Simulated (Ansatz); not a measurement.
A nudged elastic band was laid between two geometries of AlBrF2H4OSi (10 atoms, charge 0, multiplicity 1).

Level of theory: Ansatz, RKS PBE0-D4/def2-SVP.

```yaml
movable_images: 7
climbing_image: yes
spring: 5.0 eV/Å²
optimiser: quadratic models (default)
start_path: through a guess of the saddle point
force_threshold: 0.05 eV/Å
iteration_limit: 60
end_points: relaxed
```

First end point:

```xyz
10
Properties=species:S:1:pos:R:3
Al -0.251 -0.062 0.104
F -0.527 -0.278 1.739
O 1.108 -0.753 -0.601
Si 2.425 -1.439 -1.305
H 2.033 -2.661 -2.070
H 3.071 -0.471 -2.244
H 3.426 -1.826 -0.264
F -1.571 0.321 -0.822
Br 0.607 2.375 0.760
H 0.221 1.849 2.037
```

Last end point:

```xyz
10
Properties=species:S:1:pos:R:3
Al -0.042 0.428 -0.102
F -0.192 0.074 1.833
O 1.269 -0.493 -0.601
Si 2.429 -1.440 -1.287
H 1.801 -2.568 -2.039
H 3.262 -0.636 -2.229
H 3.310 -2.005 -0.221
F -1.583 0.094 -0.613
Br 0.341 2.616 0.496
H -0.054 0.985 2.096
```

Which bonds break or form, and what moves?

Bonds broken: Br9–H10. Bonds formed: F2–H10.

What energy profile does the band end with?

The forces met the threshold. The highest image is number 4 of 0 to 8, 0.086 eV above the first end and 0.274 eV above the last; the last end lies 0.188 eV below the first. A vibrational analysis at the climbing image gives one clearly imaginary mode, 405i cm⁻¹, and a faint second one (16i cm⁻¹) that may be numerical noise or a soft torsion: probably a first-order saddle point. The orbitals stay closed-shell, which can raise the energy where a bond breaks towards radicals; this wasn't checked here.

| image | path coordinate (Å) | energy (eV) | Br9–H10 (Å) | F2–H10 (Å) |
| --- | --- | --- | --- | --- |
| 0 | 0.00 | 0.000 | 1.43 | 2.27 |
| 1 | 0.40 | 0.003 | 1.43 | 2.29 |
| 2 | 0.80 | 0.002 | 1.43 | 2.28 |
| 3 | 1.20 | 0.022 | 1.45 | 1.84 |
| 4 | 1.60 | 0.086 | 1.58 | 1.35 |
| 5 | 2.15 | -0.178 | 2.18 | 0.97 |
| 6 | 2.70 | -0.186 | 2.34 | 0.96 |
| 7 | 3.25 | -0.188 | 2.32 | 0.96 |
| 8 | 3.80 | -0.188 | 2.32 | 0.96 |

What is the geometry of the highest image?


```xyz
10
Properties=species:S:1:pos:R:3
Al -0.113 0.212 0.013
F -0.524 -0.020 1.709
O 1.216 -0.657 -0.520
Si 2.434 -1.462 -1.285
H 1.964 -2.809 -1.724
H 2.891 -0.693 -2.482
H 3.588 -1.631 -0.352
F -1.454 0.478 -0.919
Br 0.590 2.404 1.023
H -0.051 1.234 1.870
```

The band took 18 iterations and of the order of 20 core-minutes.

Run time: 5.3 min on 4 threads of Arm Neoverse V2, with other jobs on the host, peak memory 0.37 GiB.
